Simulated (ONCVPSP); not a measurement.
## How hard is this Mg (Z = 12) ONCV potential?

magnesium (Mg), optimised norm-conserving Vanderbilt (ONCV), made with ONCVPSP 4.0.1 (PBE, scalar-relativistic). Core [He], reference 2s2 2p6 3s1 3p1. Waves: 2s+3s: rc 1.00 bohr, ncon 4, nbas 7, qcut 12.7 1/bohr, 2 projectors; 2p+3p: rc 1.20 bohr, ncon 4, nbas 8, qcut 12.4 1/bohr, 3 projectors, debl 2.4 Ha. Local part: polynomial inside 0.95 bohr (lpopt 5, dvloc0 6 Ha). Core correction: none.

Question: For each optimised wave give the share of its norm inside rc, the residual kinetic energy above qcut (Ha) and the cutoffs (Ha) for errors of 10, 1, 0.1 and 0.01 mHa per electron.

Answer:

```csv
wave,norm inside rc,residual KE,10 mHa,1 mHa,0.1 mHa,0.01 mHa
2s,0.851,3.3e-07,17.5,46.4,59.3,68.7
3s,0.025,1.8e-07,9.5,24.7,49.0,63.2
2p,0.909,9.6e-07,46.6,56.5,64.4,70.5
3p,0.015,1.9e-07,29.2,44.0,55.8,65.1
p projector 3,0.091,7.8e-06,45.1,58.0,68.1,76.0
```

The occupied waves need 57 Ha and 64 Ha for 1 and 0.1 mHa.
